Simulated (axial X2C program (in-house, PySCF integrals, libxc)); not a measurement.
# Bond lengths and stretching modes, held linear, of NSbN²⁺

Computed with an in-house all-electron X2C program for linear molecules (integrals from PySCF): two-component X2C with atomic mean-field Coulomb and Gaunt terms, Gaussian nuclei, basis N dyall-av3z, Sb dyall-v3z with contracted cores. Spin-free rows use the one-electron spin-free X2C Hamiltonian.

Masses N 14.003, Sb 120.904, N 14.003 u. States: spin-free M_S = 3/2, Λ = 1 (beyond evenly filled blocks: 2 × π+α, π+β, 2 × π-α).

HF, spin-free: energies above the lowest point

```
r(N–Sb) (Å)  r(Sb–N) (Å)  E (meV)
     2.0056       2.0056   259.11
     2.0056       2.0570   187.11
     2.0056       2.1084   144.31
     2.0570       2.0056   187.11
     2.0570       2.0570   116.07
     2.0570       2.1084    74.54
     2.0570       2.1599    54.75
     2.1084       2.0056   144.31
     2.1084       2.0570    74.54
     2.1084       2.1084    34.47
     2.1599       2.0570    54.75
     2.1599       2.1599     0.00
```

Question: Fit a quadratic surface with cubic terms in each bond: where is the minimum, and what are the two stretching wavenumbers?

Answer: At HF, spin-free: bonds 2.193 and 2.193 Å; harmonic stretches 260.5 and 276.5 cm⁻¹; force constants 0.543, 0.543 and coupling 0.09 mdyn/Å.

The other levels and Hamiltonians give:

| Hamiltonian | level | r(N–Sb) (Å) | r(Sb–N) (Å) | lower stretch (cm⁻¹) | upper stretch (cm⁻¹) |
| --- | --- | --- | --- | --- | --- |
| spin-free | MP2 | 2.069 | 2.069 | 453.3 | 487.5 |

Each state is one determinant, the lowest of a limited PBE0 search; the stretches come from a fit to these few points and carry an uncertainty of a few per cent. Other orders of the atoms were not compared. Left out for rough or failed fits: PBE0 2c, HF 2c, B3LYP 2c, MP2 2c, PBE0 spin-free, B3LYP spin-free. The levels spread by more than a fifth, so the stretches depend strongly on the method. MP2 freezes inner shells (threshold -2 hartree). A multiply charged ion may be only metastable. The molecule was held linear; bending was not examined, so a bent shape may lie lower. Note: several unpaired electrons, one determinant need not be a pure state.
